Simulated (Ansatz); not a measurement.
Harmonic frequencies (cm⁻¹) at PBE0-D4/def2-TZVP from Ansatz: 50, 60, 127, 209, 355, 462, 625, 758, 843, 848, 859, 1031, 1174, 1302, 1329, 1438, 1454, 2625, 3030, 3100, 3137.

Each molecule was computed in one conformer, which needn't be the lowest.

**Question.** Which molecule is it?
A. `B1CN1`
B. `CB(F)BCl`
C. `[BH]1C[O][SbH]1`
D. `B[Si]1(O)CN1`

**Answer.** B.
